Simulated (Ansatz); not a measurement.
Ansatz (a first-principles code) input (HF/6-31G*):

Ansatz 0.2 input:
```yaml
crystal:
  periodic: [false, false, false]
  atoms:
    - {symbol: F, position_ang: [1.96732636, -1.32390229, -0.25085701]}
    - {symbol: Si, position_ang: [1.51664453, 0.17437774, 0.35345034]}
    - {symbol: Si, position_ang: [-0.77402748, 0.08763257, -0.29331735]}
    - {symbol: F, position_ang: [-1.44639586, 1.56434486, -0.29924515]}
    - {symbol: F, position_ang: [-1.74534178, -0.71031669, 0.73303320]}
    - {symbol: H, position_ang: [1.82956744, 1.04234546, -0.87756406]}
    - {symbol: H, position_ang: [-1.20650456, -0.48162258, -1.61067719]}
basis:
  gaussian:
    orbitals: 6-31G*
hamiltonian:
  xc: {name: HF}
total_charge: -1
phonons: {temperatures: {t_min: 298.15, t_max: 298.15, t_step: 100}}
```

Output:

```
Functional definition: HF
integrals: 0.03 GiB planned
820 factors; integrals over basis functions are off by at most 4.6e-4 eV
mean field: 0.25 GiB planned
mean field evaluation 1: about -23875.9824 eV, gradient 2.2e1 eV
mean field evaluation 2: about -23876.0552 eV, gradient 2.3e1 eV
mean field evaluation 4: about -23877.5971 eV, gradient 2.8e0 eV
mean field evaluation 8: about -23877.6269 eV, gradient 3.6e-4 eV
mean field -23877.62686838 eV, -877.4866025763 hartree, gradient 1.1e-5 eV, S^2 0.000000; 0 other end points of the search recorded, 0 dependent functions left out
the calculation of the forces begins
reference -23877.62686838 eV, -877.4866025763 hartree; 29, 29 occupied and 58, 58 virtual orbitals, 820 factors
these checks for a lower state are left out or cut short: stability, starts, cluster_reference, orbital_swaps, neighbouring_geometries, increment
integrals: 0.03 GiB planned
820 factors; integrals over basis functions are off by at most 4.6e-4 eV
mean field: 0.25 GiB planned
mean field evaluation 16: about -23877.6269 eV, gradient 2.5e-6 eV
mean field -23877.62685633 eV, -877.4866021333 hartree, gradient 2.6e-6 eV, S^2 0.000000; 0 other end points of the search recorded, 0 dependent functions left out
the calculation of the forces begins
reference -23877.62685633 eV, -877.4866021333 hartree; 29, 29 occupied and 58, 58 virtual orbitals, 820 factors
these checks for a lower state are left out or cut short: stability, starts, cluster_reference, orbital_swaps, neighbouring_geometries, increment
integrals: 0.03 GiB planned
820 factors; integrals over basis functions are off by at most 4.6e-4 eV
mean field: 0.25 GiB planned
mean field -23877.62685674 eV, -877.4866021485 hartree, gradient 2.1e-6 eV, S^2 0.000000; 0 other end points of the search recorded, 0 dependent functions left out
the calculation of the forces begins
reference -23877.62685674 eV, -877.4866021485 hartree; 29, 29 occupied and 58, 58 virtual orbitals, 820 factors
these checks for a lower state are left out or cut short: stability, starts, cluster_reference, orbital_swaps, neighbouring_geometries, increment
integrals: 0.03 GiB planned
820 factors; integrals over basis functions are off by at most 4.6e-4 eV
mean field: 0.25 GiB planned
mean field -23877.62680380 eV, -877.4866002029 hartree, gradient 2.4e-6 eV, S^2 0.000000; 0 other end points of the search recorded, 0 dependent functions left out
the calculation of the forces begins
reference -23877.62680380 eV, -877.4866002029 hartree; 29, 29 occupied and 58, 58 virtual orbitals, 820 factors
these checks for a lower state are left out or cut short: stability, starts, cluster_reference, orbital_swaps, neighbouring_geometries, increment
integrals: 0.03 GiB planned
820 factors; integrals over basis functions are off by at most 4.6e-4 eV
mean field: 0.25 GiB planned
mean field evaluation 32: about -23877.6268 eV, gradient 2.4e-5 eV
mean field -23877.62680418 eV, -877.4866002170 hartree, gradient 2.5e-6 eV, S^2 0.000000; 0 other end points of the search recorded, 0 dependent functions left out
the calculation of the forces begins
reference -23877.62680418 eV, -877.4866002170 hartree; 29, 29 occupied and 58, 58 virtual orbitals, 820 factors
these checks for a lower state are left out or cut short: stability, starts, cluster_reference, orbital_swaps, neighbouring_geometries, increment
integrals: 0.03 GiB planned
820 factors; integrals over basis functions are off by at most 4.6e-4 eV
mean field: 0.25 GiB planned
mean field -23877.62685490 eV, -877.4866020807 hartree, gradient 1.0e-6 eV, S^2 0.000000; 0 other end points of the search recorded, 0 dependent functions left out
the calculation of the forces begins
reference -23877.62685490 eV, -877.4866020807 hartree; 29, 29 occupied and 58, 58 virtual orbitals, 820 factors
these checks for a lower state are left out or cut short: stability, starts, cluster_reference, orbital_swaps, neighbouring_geometries, increment
integrals: 0.03 GiB planned
820 factors; integrals over basis functions are off by at most 4.6e-4 eV
mean field: 0.25 GiB planned
mean field -23877.62685442 eV, -877.4866020632 hartree, gradient 1.1e-6 eV, S^2 0.000000; 0 other end points of the search recorded, 0 dependent functions left out
the calculation of the forces begins
reference -23877.62685442 eV, -877.4866020632 hartree; 29, 29 occupied and 58, 58 virtual orbitals, 820 factors
these checks for a lower state are left out or cut short: stability, starts, cluster_reference, orbital_swaps, neighbouring_geometries, increment
integrals: 0.03 GiB planned
820 factors; integrals over basis functions are off by at most 4.6e-4 eV
mean field: 0.25 GiB planned
mean field -23877.62682497 eV, -877.4866009809 hartree, gradient 1.8e-6 eV, S^2 0.000000; 0 other end points of the search recorded, 0 dependent functions left out
[...]
mean field -23877.62682151 eV, -877.4866008538 hartree, gradient 2.2e-6 eV, S^2 0.000000; 0 other end points of the search recorded, 0 dependent functions left out
the calculation of the forces begins
reference -23877.62682151 eV, -877.4866008538 hartree; 29, 29 occupied and 58, 58 virtual orbitals, 820 factors
these checks for a lower state are left out or cut short: stability, starts, cluster_reference, orbital_swaps, neighbouring_geometries, increment
integrals: 0.03 GiB planned
820 factors; integrals over basis functions are off by at most 4.6e-4 eV
mean field: 0.25 GiB planned
mean field evaluation 192: about -23877.5337 eV, gradient 3.3e-1 eV
mean field -23877.62685949 eV, -877.4866022494 hartree, gradient 1.3e-6 eV, S^2 0.000000; 0 other end points of the search recorded, 0 dependent functions left out
the calculation of the forces begins
reference -23877.62685949 eV, -877.4866022494 hartree; 29, 29 occupied and 58, 58 virtual orbitals, 820 factors
these checks for a lower state are left out or cut short: stability, starts, cluster_reference, orbital_swaps, neighbouring_geometries, increment
integrals: 0.03 GiB planned
820 factors; integrals over basis functions are off by at most 4.6e-4 eV
mean field: 0.25 GiB planned
mean field -23877.62686161 eV, -877.4866023275 hartree, gradient 1.1e-6 eV, S^2 0.000000; 0 other end points of the search recorded, 0 dependent functions left out
the calculation of the forces begins
reference -23877.62686161 eV, -877.4866023275 hartree; 29, 29 occupied and 58, 58 virtual orbitals, 820 factors
these checks for a lower state are left out or cut short: stability, starts, cluster_reference, orbital_swaps, neighbouring_geometries, increment
integrals: 0.03 GiB planned
820 factors; integrals over basis functions are off by at most 4.6e-4 eV
mean field: 0.25 GiB planned
mean field -23877.62684751 eV, -877.4866018094 hartree, gradient 1.8e-6 eV, S^2 0.000000; 0 other end points of the search recorded, 0 dependent functions left out
the calculation of the forces begins
reference -23877.62684751 eV, -877.4866018094 hartree; 29, 29 occupied and 58, 58 virtual orbitals, 820 factors
these checks for a lower state are left out or cut short: stability, starts, cluster_reference, orbital_swaps, neighbouring_geometries, increment
integrals: 0.03 GiB planned
820 factors; integrals over basis functions are off by at most 4.6e-4 eV
mean field: 0.25 GiB planned
mean field -23877.62684847 eV, -877.4866018445 hartree, gradient 1.8e-6 eV, S^2 0.000000; 0 other end points of the search recorded, 0 dependent functions left out
the calculation of the forces begins
reference -23877.62684847 eV, -877.4866018445 hartree; 29, 29 occupied and 58, 58 virtual orbitals, 820 factors
these checks for a lower state are left out or cut short: stability, starts, cluster_reference, orbital_swaps, neighbouring_geometries, increment
integrals: 0.03 GiB planned
820 factors; integrals over basis functions are off by at most 4.6e-4 eV
mean field: 0.25 GiB planned
mean field -23877.62683925 eV, -877.4866015057 hartree, gradient 1.2e-6 eV, S^2 0.000000; 0 other end points of the search recorded, 0 dependent functions left out
the calculation of the forces begins
reference -23877.62683925 eV, -877.4866015057 hartree; 29, 29 occupied and 58, 58 virtual orbitals, 820 factors
these checks for a lower state are left out or cut short: stability, starts, cluster_reference, orbital_swaps, neighbouring_geometries, increment
integrals: 0.03 GiB planned
820 factors; integrals over basis functions are off by at most 4.6e-4 eV
mean field: 0.25 GiB planned
mean field evaluation 224: about -23877.6268 eV, gradient 9.7e-6 eV
mean field -23877.62683727 eV, -877.4866014329 hartree, gradient 1.2e-6 eV, S^2 0.000000; 0 other end points of the search recorded, 0 dependent functions left out
the calculation of the forces begins
reference -23877.62683727 eV, -877.4866014329 hartree; 29, 29 occupied and 58, 58 virtual orbitals, 820 factors
these checks for a lower state are left out or cut short: stability, starts, cluster_reference, orbital_swaps, neighbouring_geometries, increment
integrals: 0.03 GiB planned
820 factors; integrals over basis functions are off by at most 4.6e-4 eV
mean field: 0.25 GiB planned
mean field -23877.62685526 eV, -877.4866020942 hartree, gradient 8.8e-7 eV, S^2 0.000000; 0 other end points of the search recorded, 0 dependent functions left out
the calculation of the forces begins
reference -23877.62685526 eV, -877.4866020942 hartree; 29, 29 occupied and 58, 58 virtual orbitals, 820 factors
these checks for a lower state are left out or cut short: stability, starts, cluster_reference, orbital_swaps, neighbouring_geometries, increment
integrals: 0.03 GiB planned
820 factors; integrals over basis functions are off by at most 4.6e-4 eV
mean field: 0.25 GiB planned
mean field -23877.62685703 eV, -877.4866021590 hartree, gradient 9.3e-7 eV, S^2 0.000000; 0 other end points of the search recorded, 0 dependent functions left out
the calculation of the forces begins
reference -23877.62685703 eV, -877.4866021590 hartree; 29, 29 occupied and 58, 58 virtual orbitals, 820 factors
these checks for a lower state are left out or cut short: stability, starts, cluster_reference, orbital_swaps, neighbouring_geometries, increment
integrals: 0.03 GiB planned
820 factors; integrals over basis functions are off by at most 4.6e-4 eV
mean field: 0.25 GiB planned
mean field -23877.62685170 eV, -877.4866019632 hartree, gradient 9.0e-7 eV, S^2 0.000000; 0 other end points of the search recorded, 0 dependent functions left out
the calculation of the forces begins
reference -23877.62685170 eV, -877.4866019632 hartree; 29, 29 occupied and 58, 58 virtual orbitals, 820 factors
these checks for a lower state are left out or cut short: stability, starts, cluster_reference, orbital_swaps, neighbouring_geometries, increment
integrals: 0.03 GiB planned
820 factors; integrals over basis functions are off by at most 4.6e-4 eV
mean field: 0.25 GiB planned
mean field -23877.62685343 eV, -877.4866020269 hartree, gradient 9.3e-7 eV, S^2 0.000000; 0 other end points of the search recorded, 0 dependent functions left out
the calculation of the forces begins
reference -23877.62685343 eV, -877.4866020269 hartree; 29, 29 occupied and 58, 58 virtual orbitals, 820 factors
these checks for a lower state are left out or cut short: stability, starts, cluster_reference, orbital_swaps, neighbouring_geometries, increment
integrals: 0.03 GiB planned
820 factors; integrals over basis functions are off by at most 4.6e-4 eV
mean field: 0.25 GiB planned
mean field evaluation 256: about -23877.6268 eV, gradient 1.5e-6 eV
mean field -23877.62682203 eV, -877.4866008730 hartree, gradient 1.5e-6 eV, S^2 0.000000; 0 other end points of the search recorded, 0 dependent functions left out
the calculation of the forces begins
reference -23877.62682203 eV, -877.4866008730 hartree; 29, 29 occupied and 58, 58 virtual orbitals, 820 factors
these checks for a lower state are left out or cut short: stability, starts, cluster_reference, orbital_swaps, neighbouring_geometries, increment
integrals: 0.03 GiB planned
820 factors; integrals over basis functions are off by at most 4.6e-4 eV
mean field: 0.25 GiB planned
mean field -23877.62682321 eV, -877.4866009160 hartree, gradient 1.4e-6 eV, S^2 0.000000; 0 other end points of the search recorded, 0 dependent functions left out
the calculation of the forces begins
reference -23877.62682321 eV, -877.4866009160 hartree; 29, 29 occupied and 58, 58 virtual orbitals, 820 factors
Total energy: -23877.62686838 eV, -877.4866025763 hartree
Atom 0 at     1.967326    -1.323902    -0.250857 Å, force    -0.000077     0.000056     0.000091 eV/Å
Atom 1 at     1.516645     0.174378     0.353450 Å, force    -0.000148    -0.000328    -0.000405 eV/Å
Atom 2 at    -0.774027     0.087633    -0.293317 Å, force     0.001290     0.001066     0.000334 eV/Å
Atom 3 at    -1.446396     1.564345    -0.299245 Å, force    -0.000472    -0.000774     0.000155 eV/Å
Atom 4 at    -1.745342    -0.710317     0.733033 Å, force     0.000184     0.000525    -0.000420 eV/Å
Atom 5 at     1.829567     1.042345    -0.877564 Å, force    -0.000419    -0.000197     0.000426 eV/Å
Atom 6 at    -1.206505    -0.481623    -1.610677 Å, force    -0.000357    -0.000348    -0.000181 eV/Å
Dipole moment:    -0.637442    -0.044729    -0.258430 e Å
Vibrations: 59.48 113.07 199.39 232.16 357.27 436.73 706.66 758.99 858.48 873.63 876.64 936.87 962.50 2008.77 2235.22 cm⁻¹, zero-point energy 0.720093 eV
```

The blocks after the first are displaced geometries, from whose forces the wavenumbers follow.

The dipole moment of an ion depends on the origin.
